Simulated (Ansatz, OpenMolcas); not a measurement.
OpenMolcas → Ansatz

OpenMolcas 26.06 runs this on AlOF2 (SMILES [O][Al]([F])[F]):

mol.inp:
```
* AlF2O Hartree-Fock
&GATEWAY
BasLib
$CurrDir
Coord
4
angstrom
O        0.682900      -0.910900       1.260000
Al      -0.000600       0.004300      -0.032400
F       -1.477200      -0.401600      -0.592500
F        0.850400       1.247900      -0.655300
Basis
STO-3G
Group
NoSym
&SEWARD
&SCF
UHF
Spin
2
Thresholds
1e-10 1e-07 1e-07 1e-05
PrOrbitals
0
&ALASKA
```

```bash
$ export MOLCAS_MEM=1860
$ pymolcas mol.inp > mol.log
```

(Basis files named in the input come from the Basis Set Exchange and aren't shown.)

The shape is that of a PBE0-D4/def2-TZVP optimisation.

It gives a total energy of -509.022179 Eh.

Question: Write the same calculation for Ansatz 0.2.0 as an input file of the program's own, asking for the energy.

Answer: For example:

job.yaml:
```yaml
crystal:
  periodic: [false, false, false]
  atoms:
    - symbol: O
      position_ang: [0.682900, -0.910900, 1.260000]
    - symbol: Al
      position_ang: [-0.000600, 0.004300, -0.032400]
    - symbol: F
      position_ang: [-1.477200, -0.401600, -0.592500]
    - symbol: F
      position_ang: [0.850400, 1.247900, -0.655300]
basis:
  gaussian:
    orbitals: STO-3G
magnetization:
  spin_polarized: true
  initial_magnetization: 1
hamiltonian:
  xc: hf
accuracy: high
```

```bash
$ ansatz run job.yaml --threads 1 --pin off --max-ram 2610MiB --events-out events.jsonl --progress --plain --runs-dir runs
```

Its energy is -509.022179 Eh, 0.000 mEh from the first.
